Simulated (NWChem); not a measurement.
System: SiH₄O₃; SMILES O[SiH](O)O

The following NWChem deck was run.

```
start job
memory heap 200 mb stack 900 mb global 1100 mb
geometry units angstroms noautosym nocenter noautoz
  Si    -0.035295    -0.019325     0.511875
  O     -1.575170     0.283238    -0.055407
  O      0.345512    -1.610404     0.197788
  O      0.921933     1.104955    -0.283947
  H      0.116121     0.098530     1.992469
  H     -1.682378     1.180995    -0.415572
  H      0.093653    -1.909398    -0.694420
  H      1.834693     1.180372     0.043415
end
basis spherical
  Si library 6-31+g*
  O library 6-31+g*
  H library 6-31+g*
end
dft
  xc pbe0
  iterations 150
end
cosmo
  do_cosmo_smd true
  solvent water
end
task dft energy
```

Coordinates come from a PBE-D3(BJ)/def2-SVP optimisation. Solvent: water.

Solvent water, SMD (1 M gas to 1 M solution), gas-phase geometry. Reactions with the solvent are ignored.

Question: What results follow from this input? (PBE0/6-31+G* (spherical d), SMD on the gas-phase geometry.) Quantities: basis functions; solvation free energy (kcal/mol); cavity-dispersion-structure term (kcal/mol); dipole in solution (D).

Answer: 
```
Property                                     Result
-------------------------------------------  ------
number of basis functions                        84
solvation free energy (kcal/mol)              -13.7
cavity-dispersion-structure term (kcal/mol)     2.5
dipole in solution (D)                         2.29
```
